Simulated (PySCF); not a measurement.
Al(CF3)(Cl)2 (CAlCl2F3), SMILES F[C](F)(F)[Al]([Cl])[Cl]. Atoms are numbered in the order given.

```xyz
7

Al    -0.0789     0.1333     0.5422
C      0.1465    -0.3414    -1.3978
F     -0.7087     0.3046    -2.2021
F     -0.0215    -1.6552    -1.6189
F      1.3894    -0.0297    -1.8140
Cl    -1.1585     1.8252     1.0854
Cl     0.8181    -1.0759     1.9765
```
Charge 0, spin multiplicity 1.

The structure is a stationary point at PBE0-D3(BJ)/def2-SVP. The structure was generated by enumeration; whether it is a known compound was not checked.

All values below come from TDA-M06-2X/def2-SVPD run with PySCF.

Vertical excitations. Isolated molecule, no solvent.

Computed UV-visible absorptions:
```tsv
state	energy (eV)	λ (nm)	f	main pairs
S1	6.39	194	0.007	HOMO→LUMO 96 %
S2	6.69	185	0.000	HOMO−1→LUMO 97 %
S3	7.18	173	0.000	HOMO−1→LUMO+1 62 %, HOMO−2→LUMO 30 %
S4	7.34	169	0.050	HOMO−2→LUMO+1 35 %, HOMO−2→LUMO 32 %, HOMO−1→LUMO+1 18 %
S5	7.36	168	0.156	HOMO→LUMO+1 78 %
S6	7.41	167	0.052	HOMO−2→LUMO+1 51 %, HOMO−2→LUMO 28 %, HOMO−1→LUMO+1 9 %
S7	7.52	165	0.004	HOMO−4→LUMO 93 %
S8	7.88	157	0.064	HOMO−3→LUMO 85 %
S9	8.03	154	0.110	HOMO−3→LUMO+1 82 %
S10	8.11	153	0.027	HOMO−4→LUMO+1 77 %
T1	5.80	214	0	HOMO→LUMO 93 %
T2	6.37	195	0	HOMO→LUMO+1 84 %
T3	6.59	188	0	HOMO−1→LUMO 97 %
T4	6.63	187	0	HOMO−2→LUMO 94 %
```
Triplets are in the Tamm–Dancoff approximation.
